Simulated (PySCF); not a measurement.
C₄H₁₀O, charge +1, doublet, at a GFN2-xTB geometry (a state made from the parent by changing its charge; the spin is typed, not shown lowest); DF-B3LYP/6-311++G** in PySCF.

Input for PySCF:
```python
from pyscf import gto, scf, dft
import numpy

mol = gto.M(
    atom='''
C    -0.133637   -1.417541   -0.605264
C    -0.065112   -0.064440    0.045862
C    -0.372595    1.109740   -0.960778
C     1.401686    0.332935    0.466772
O    -0.860782    0.112973    1.131328
H     0.529901   -1.478869   -1.463337
H     0.141098   -2.207648    0.097301
H    -1.148631   -1.642986   -0.940387
H    -0.323475    2.076474   -0.466976
H     0.315942    1.080076   -1.797742
H    -1.399245    0.945577   -1.292093
H     2.059641    0.316660   -0.394798
H     1.703287   -0.412756    1.204140
H     1.425604    1.310702    0.940297
H    -1.399921   -0.655182    1.383422
''',
    basis='6-311++g**',
    charge=1,
    spin=1,
    verbose=4,
)
print('smallest overlap eigenvalue', numpy.linalg.eigvalsh(mol.intor('int1e_ovlp'))[0])

mf = dft.UKS(mol)
mf.xc = 'b3lyp'
mf = mf.density_fit(auxbasis='def2-universal-jkfit')
mf = scf.addons.remove_linear_dep_(mf, threshold=1e-4, lindep=1e-4)
mf.kernel()
```

The log (banner, timings and long lists left out):

```
PySCF version 2.14.0

[INPUT] verbose = 4
[INPUT] num. atoms = 15
[INPUT] num. electrons = 41
[INPUT] charge = 1
[INPUT] spin (= nelec alpha-beta = 2S) = 1
[INPUT] symmetry False subgroup None
[INPUT] Mole.unit = angstrom
[INPUT] Symbol           X                Y                Z      unit          X                Y                Z       unit  Magmom
[...]
nuclear repulsion = 200.278209762549
number of shells = 100
number of NR pGTOs = 265
number of NR cGTOs = 180
basis = 6-311++g**
ecp = {}
input.py:32: DeprecationWarning: remove_linear_dep_ is deprecated and will be removed in a future release. Linear dependency handling is now built into the SCF procedure by default. Linear dependency removal can be controlled using the following settings:
  pyscf.scf.hf.remove_overlap_zero_eigenvalue = True
  pyscf.scf.hf.overlap_zero_eigenvalue_threshold = 1e-6

  mf = scf.addons.remove_linear_dep_(mf, threshold=1e-4, lindep=1e-4)
smallest overlap eigenvalue 2.9570321210074438e-05
Applying remove_linear_dep_ on SCF object.
Using canonical orthogonalization with threshold 0.0001

******** <class 'pyscf.df.df_jk.DFUKS'> ********
method = DFUKS
initial guess = minao
damping factor = 0
level_shift factor = 0
DIIS = <class 'pyscf.scf.diis.CDIIS'>
diis_start_cycle = 1
diis_space = 8
diis_damp = 0
SCF conv_tol = 1e-09
SCF conv_tol_grad = None
SCF max_cycles = 50
direct_scf = False
number electrons alpha = 21  beta = 20
XC library pyscf.dft.libxc version 7.1.2
    S. Lehtola, C. Steigemann, M. J. T. Oliveira, and M. A. L. Marques,  SoftwareX 7, 1–5 (2018)
XC functionals = b3lyp
    P. J. Stephens, F. J. Devlin, C. F. Chabalowski, and M. J. Frisch,  J. Phys. Chem. 98, 11623 (1994)
radial grids:
    Treutler-Ahlrichs [JCP 102, 346 (1995); DOI:10.1063/1.469408] (M4) radial grids

becke partition: Becke, JCP 88, 2547 (1988); DOI:10.1063/1.454033
pruning grids: <function nwchem_prune>
grids dens level: 3
symmetrized grids: False
atomic radii adjust function: <function treutler_atomic_radii_adjust>
small_rho_cutoff = 0
Set gradient conv threshold to 3.16228e-05
tot grids = 168640
******** <class 'pyscf.df.df.DF'> ********
auxbasis = def2-universal-jkfit
init E= -234.002659902841

cycle= 1 E= -233.317826119759  delta_E= 0.685  |g|= 0.437  |ddm|= 2.36
cycle= 2 E= -233.171285640433  delta_E= 0.147  |g|= 0.771  |ddm|= 0.967
cycle= 3 E= -233.382042281019  delta_E= -0.211  |g|= 0.154  |ddm|= 0.652
cycle= 4 E= -233.392310684591  delta_E= -0.0103  |g|= 0.0472  |ddm|= 0.143
cycle= 5 E= -233.393184373819  delta_E= -0.000874  |g|= 0.0129  |ddm|= 0.0389
cycle= 6 E= -233.393251223792  delta_E= -6.68e-05  |g|= 0.00642  |ddm|= 0.0117
cycle= 7 E= -233.393268390133  delta_E= -1.72e-05  |g|= 0.00276  |ddm|= 0.00619
cycle= 8 E= -233.393272873252  delta_E= -4.48e-06  |g|= 0.000654  |ddm|= 0.00417
cycle= 9 E= -233.39327315213  delta_E= -2.79e-07  |g|= 0.000167  |ddm|= 0.00112
cycle= 10 E= -233.393273169378  delta_E= -1.72e-08  |g|= 8.69e-05  |ddm|= 0.00023
cycle= 11 E= -233.393273169697  delta_E= -3.19e-10  |g|= 8.65e-05  |ddm|= 4.96e-05
cycle= 12 E= -233.393273169212  delta_E= 4.85e-10  |g|= 9.03e-05  |ddm|= 6.85e-05
cycle= 13 E= -233.393273170329  delta_E= -1.12e-09  |g|= 8.92e-05  |ddm|= 0.000101
cycle= 14 E= -233.393273171679  delta_E= -1.35e-09  |g|= 7.02e-05  |ddm|= 5.41e-05
cycle= 15 E= -233.393273169065  delta_E= 2.61e-09  |g|= 9.08e-05  |ddm|= 0.000112
cycle= 16 E= -233.393273170926  delta_E= -1.86e-09  |g|= 6.7e-05  |ddm|= 4.01e-05
cycle= 17 E= -233.393273172385  delta_E= -1.46e-09  |g|= 5.73e-05  |ddm|= 7.88e-05
cycle= 18 E= -233.393273172209  delta_E= 1.76e-10  |g|= 6.39e-05  |ddm|= 5.81e-05
cycle= 19 E= -233.393273172325  delta_E= -1.17e-10  |g|= 6.09e-05  |ddm|= 3.39e-05
cycle= 20 E= -233.393273171812  delta_E= 5.13e-10  |g|= 7.28e-05  |ddm|= 4.66e-05
cycle= 21 E= -233.393273170473  delta_E= 1.34e-09  |g|= 9.62e-05  |ddm|= 9.54e-05
cycle= 22 E= -233.393273171631  delta_E= -1.16e-09  |g|= 7.48e-05  |ddm|= 7.56e-05
cycle= 23 E= -233.393273171786  delta_E= -1.55e-10  |g|= 6.65e-05  |ddm|= 4.94e-05
cycle= 24 E= -233.39327317158  delta_E= 2.06e-10  |g|= 7.28e-05  |ddm|= 2.43e-05
cycle= 25 E= -233.393273171907  delta_E= -3.27e-10  |g|= 6.89e-05  |ddm|= 1.9e-05
cycle= 26 E= -233.393273172242  delta_E= -3.35e-10  |g|= 5.69e-05  |ddm|= 6.94e-05
cycle= 27 E= -233.393273171346  delta_E= 8.96e-10  |g|= 8.24e-05  |ddm|= 8.39e-05
cycle= 28 E= -233.393273172111  delta_E= -7.65e-10  |g|= 6.32e-05  |ddm|= 9.37e-05
cycle= 29 E= -233.393273171591  delta_E= 5.2e-10  |g|= 7.64e-05  |ddm|= 5.84e-05
cycle= 30 E= -233.393273170395  delta_E= 1.2e-09  |g|= 0.000103  |ddm|= 9.79e-05
cycle= 31 E= -233.393273171409  delta_E= -1.01e-09  |g|= 8.35e-05  |ddm|= 7.31e-05
cycle= 32 E= -233.393273171706  delta_E= -2.97e-10  |g|= 7.05e-05  |ddm|= 6.16e-05
cycle= 33 E= -233.393273171254  delta_E= 4.52e-10  |g|= 7.84e-05  |ddm|= 5.82e-05
cycle= 34 E= -233.393273171177  delta_E= 7.7e-11  |g|= 7.56e-05  |ddm|= 4.16e-05
cycle= 35 E= -233.393273168945  delta_E= 2.23e-09  |g|= 0.000102  |ddm|= 0.00012
cycle= 36 E= -233.393273170723  delta_E= -1.78e-09  |g|= 9.18e-05  |ddm|= 0.000174
cycle= 37 E= -233.393273171469  delta_E= -7.46e-10  |g|= 7.84e-05  |ddm|= 5.97e-05
cycle= 38 E= -233.393273171227  delta_E= 2.42e-10  |g|= 8.45e-05  |ddm|= 6.28e-05
cycle= 39 E= -233.39327317136  delta_E= -1.33e-10  |g|= 8.56e-05  |ddm|= 2.91e-05
cycle= 40 E= -233.393273171236  delta_E= 1.24e-10  |g|= 8.37e-05  |ddm|= 3.22e-05
cycle= 41 E= -233.393273171192  delta_E= 4.31e-11  |g|= 8e-05  |ddm|= 3.44e-05
cycle= 42 E= -233.393273171083  delta_E= 1.09e-10  |g|= 8.5e-05  |ddm|= 3.73e-05
cycle= 43 E= -233.39327317125  delta_E= -1.67e-10  |g|= 6.93e-05  |ddm|= 6.67e-05
cycle= 44 E= -233.393273169929  delta_E= 1.32e-09  |g|= 7.87e-05  |ddm|= 8.37e-05
cycle= 45 E= -233.393273171535  delta_E= -1.61e-09  |g|= 6.63e-05  |ddm|= 9.23e-05
cycle= 46 E= -233.393273171687  delta_E= -1.51e-10  |g|= 7.14e-05  |ddm|= 6.9e-05
cycle= 47 E= -233.393273171541  delta_E= 1.46e-10  |g|= 7.6e-05  |ddm|= 5.81e-05
cycle= 48 E= -233.393273171609  delta_E= -6.79e-11  |g|= 7.4e-05  |ddm|= 2.83e-05
cycle= 49 E= -233.393273171451  delta_E= 1.58e-10  |g|= 7.48e-05  |ddm|= 2.9e-05
cycle= 50 E= -233.39327317125  delta_E= 2.01e-10  |g|= 7.49e-05  |ddm|= 2.14e-05
SCF not converged.
SCF energy = -233.39327317125 after 50 cycles  <S^2> = 0.75340853  2S+1 = 2.0034056
```

The run did not converge; its last values are not results.
